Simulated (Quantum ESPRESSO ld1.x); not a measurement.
Q: These are the eigenvalues of the occupied orbitals of an atom or ion with whole-number occupations (hartree). Method: scalar-relativistic Kohn-Sham, LDA (Slater exchange, Perdew-Wang correlation), spin-polarised, spherical densities, point nucleus; computed with ld1.x of Quantum ESPRESSO 7.5.

| orbital | eigenvalue |
|---|---|
| 1s up | -3331.95 |
| 1s down | -3331.94 |
| 2s up | -600.175 |
| 2s down | -600.169 |
| 2p up | -513.749 |
| 2p down | -513.744 |
| 3s up | -146.214 |
| 3s down | -146.210 |
| 3p up | -121.532 |
| 3p down | -121.528 |
| 3d up | -96.7344 |
| 3d down | -96.7295 |
| 4s up | -34.9011 |
| 4s down | -34.8942 |
| 4p up | -26.8133 |
| 4p down | -26.8061 |
| 4d up | -17.5769 |
| 4d down | -17.5687 |
| 5s up | -7.56761 |
| 5s down | -7.53788 |
| 4f up | -7.39817 |
| 4f down | -7.38859 |
| 5p up | -5.27240 |
| 5p down | -5.23713 |
| 5d up | -2.69602 |
| 5d down | -2.64813 |
| 6s up | -2.02510 |
| 6p up | -1.50047 |

Which element is it, and in what charge state? The configuration may be excited. Open shells, if any, are filled with parallel spins first.

A: Z = 83, bismuth, charge +4: Bi4+ in [Xe] 4f14 5d9 6s1 6p1. The list shows which subshells hold electrons but not how many an open one holds; the 1s level, -3331.9 hartree, gives Z - s = 81.6 by -(Z - s)^2/2, which with screening and relativity narrows Z to a few neighbours, and the depths of the outer levels then fix element, charge and occupations together.
